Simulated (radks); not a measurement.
Species: Eu I. Configuration: [Xe] 4f7 6s2.

Method: Dirac Kohn-Sham, exchange-only PBE, spin-unpolarised, spherical densities, finite nucleus; open shells are shared between the two j in proportion to 2j + 1; Fermi nuclear charge, rms radius 5.1115 fm; computed with a radial shooting solver on a logarithmic mesh with Libxc functionals.

Energy parts (eV):
total: -295185.23
kinetic: 321015.60
electron-nucleus: -724499.02
Hartree: 114817.80
exchange: -6519.60

Orbitals (lengths in bohr, moments of r in powers of bohr; r(90%) holds 90 % of the orbital's charge):
orbital	occ.	eigenvalue (eV)	<r>	r(90%)	small-component weight
1s1/2	2	-48313.86	0.02232	0.0403	5.50e-02
2s1/2	2	-7929.348	0.09459	0.147	1.21e-02
2p1/2	2	-7523.178	0.07907	0.130	1.22e-02
2p3/2	4	-6875.096	0.08580	0.139	1.13e-02
3s1/2	2	-1743.942	0.2492	0.366	3.81e-03
3p1/2	2	-1568.413	0.2388	0.359	3.76e-03
3p3/2	4	-1436.315	0.2517	0.377	3.52e-03
3d3/2	4	-1132.376	0.2236	0.349	3.40e-03
3d5/2	6	-1103.629	0.2276	0.354	3.33e-03
4s1/2	2	-345.3035	0.5660	0.813	1.21e-03
4p1/2	2	-277.4949	0.5791	0.843	1.13e-03
4p3/2	4	-248.3258	0.6084	0.885	1.05e-03
4d3/2	4	-136.6821	0.6482	0.975	8.82e-04
4d5/2	6	-131.4487	0.6586	0.991	8.60e-04
4f5/2	3	-2.0595	0.9733	1.72	4.68e-04
4f7/2	4	-1.4457	0.9982	1.77	4.57e-04
5s1/2	2	-43.5801	1.383	2.00	2.50e-04
5p1/2	2	-25.4564	1.566	2.31	1.94e-04
5p3/2	4	-21.6746	1.668	2.46	1.72e-04
5d3/2	0	-0.9898	3.575	6.24	4.45e-05
5d5/2	0	-0.8285	3.797	6.70	4.02e-05
6s1/2	2	-3.0433	4.379	6.59	2.39e-05
6p1/2	0	-0.9265	6.475	10.0	1.01e-05
6p3/2	0	-0.7798	6.971	10.8	8.57e-06

The highest occupied level is 4f7/2 at -1.446 eV. The electron density at the nucleus is 5.792e+05 e/bohr^3. For comparison, the ionisation energy in NIST's Atomic Spectra Database is 5.670 eV (measured). In exact Kohn-Sham theory the highest level is minus the ionisation energy, but local and semilocal functionals leave it too shallow, through self-interaction and a potential that decays too fast; potentials with the right tail come closer.

Beside tabulated values, note that spin-unpolarised runs miss the spin-polarisation part of the exchange energy of open shells.
